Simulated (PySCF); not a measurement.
C₂H₁₁NSi₄.
Cartesian coordinates in Å at the PBE0-D3(BJ)/def2-SVP level; atoms count from 1:
```
atom  x, y, z in Å
N1     4.3441   -0.7548    0.7604
C2     3.9211    0.2039    0.2622
Si3    3.1371    1.6974   -0.5269
Si4    0.8204    1.3525   -0.4128
Si5    0.4006   -0.8263   -1.1947
C6    -1.4252   -1.0956   -1.5767
Si7   -2.6079   -0.6122   -0.1939
H8     3.6339    2.8883    0.2201
H9     3.6284    1.7367   -1.9346
H10    0.3858    1.5381    1.0061
H11    0.1547    2.3862   -1.2678
H12    1.2377   -1.0291   -2.4197
H13    0.8668   -1.7791   -0.1423
H14   -1.5745   -2.1604   -1.8263
H15   -1.6858   -0.5155   -2.4786
H16   -2.2798   -1.3602    1.0578
H17   -4.0240   -0.9013   -0.5742
H18   -2.4776    0.8524    0.0857
```

Level: wB97X-D/def2-SVPD in PySCF, non-relativistic, on one gas-phase PBE0-D3(BJ)/def2-SVP geometry that isn't relaxed in the solvent. The solvent is an IEF-PCM continuum (cavity from Bondi-type radii × 1.2). The model holds no explicit solvent molecules, cavitation or dispersion.

Gas phase at wB97X-D/def2-SVPD: HOMO -9.97 eV, LUMO 0.93 eV, dipole 4.04 D.

Q: What does the continuum do to the energy, the frontier levels and the dipole at wB97X-D/def2-SVPD in cyclohexane?

A: 
```csv
solvent,ε,E(solvent) − E(gas) (kJ/mol),polarisation term (kJ/mol),distortion of the solute (kJ/mol),HOMO (eV),LUMO (eV),dipole (D)
cyclohexane,2.017,-8.55,-9.36,0.81,-9.84,1.00,4.54
```

The polarisation term is half the interaction of the solute with the surface charges that it induces; the rest is the cost of distorting the solute's density. The sum is the electrostatic part of solvation alone. The atom shares or the degeneracy of the LUMO differ from the gas phase in cyclohexane, so that column needn't follow one orbital.

Q: Which radius a makes the point-dipole formula ΔE = −[(ε − 1)/(2ε + 1)]·μ²/a³ give the value in cyclohexane, with the gas-phase dipole?

A: μ = 1.589 au and |ΔE| = 0.00326 Eh give a = 2.85 Å; the farthest nucleus lies 4.49 Å from the centroid of the nuclei, so such a sphere wouldn't even hold the nuclei. The formula assumes a rigid point dipole at the centre of a sphere.

Q: Give the dipole vector in the frame of the coordinates (D, pointing from negative to positive charge), gas and cyclohexane.

A: Gas (-2.71, 1.99, -2.24), solvent (-2.97, 2.31, -2.54). Its length changes by +12 % and its direction by 1°.

Q: How does the static polarisability (wB97X-D/def2-SVPD, frozen core, with the continuum's full static response) change?

A: 
| medium | isotropic (au) | principal values (au) | ⟨r²⟩ of the electrons (bohr²) |
| --- | --- | --- | --- |
| gas | 142.0 | 119.0, 136.1, 170.8 | 2531.7 |
| cyclohexane | 160.5 | 135.8, 156.4, 189.5 | 2532.4 |

The isotropic value in cyclohexane is 1.13 times the gas-phase one; no cavity-field correction is applied. ⟨r²⟩ is taken about the centre of nuclear charge.

The pairwise dispersion term of wB97X-D wasn't added to the energies; at a given geometry it leaves orbitals and properties as they are.
